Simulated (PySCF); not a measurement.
Species: (OH)3Hf-O-SiH3 (singlet state).
Bonds: Hf1–O2, Hf1–O3, Hf1–O4, Hf1–O5, O5–Si6. Hydrogens: H7 on O2; H8 on O3; H9 on O4; H10, H11, H12 on Si6.

Computed, not measured: PBE0-D3(BJ)/def2-SVP geometry optimisation, gas phase, def2 core potentials past Kr in PySCF.

Problem. How far are the bound atoms from Hf1?

Solution. 4 atoms: O3 1.927 Å, O2 1.928 Å, O4 1.928 Å, O5 1.963 Å. The nearest atom not counted as bound is H7, at 2.88 Å (others tie with it).

Problem. List the angles at Hf1.

Solution. 
```csv
angle,degrees,distance of the outer atoms (Å)
O2–Hf1–O4,110.8,3.17
O3–Hf1–O4,110.3,3.16
O2–Hf1–O3,110.0,3.16
O3–Hf1–O5,109.0,3.17
O4–Hf1–O5,108.4,3.16
O2–Hf1–O5,108.3,3.15
```

Problem. What is the shape at Hf1?

Solution. Tetrahedral: angles from 108.3° to 110.8°; τ4 = (360° − α − β)/141° = 0.99 with α and β the two widest (0 for a square, 1 for a tetrahedron). The Hf–O distances aren't all alike: 1.927 to 1.963 Å.

Problem. What are the other bond lengths?

Solution. O2–H7, O3–H8, O4–H9 0.953 Å; O5–Si6 1.649 Å; Si6–H10, Si6–H11, Si6–H12 1.496 Å.

Problem. Give some angles away from the centre.

Solution. Hf1–O5–Si6 177.9°.

Point group: near C3v, missed by 0.15 Å at most; the miss may be what the optimiser left on a soft mode (C3 holds within 0.08 Å). Charge 0, singlet. PBE0-D3(BJ)/def2-SVP frequencies: not computed here.

Hardware: an Arm Neoverse V2 with one thread, shared host with 96 logical CPUs at a one-minute load of 81. Cost: 3.6 min, 0.51 GiB resident at most. These figures are those of the optimisation.
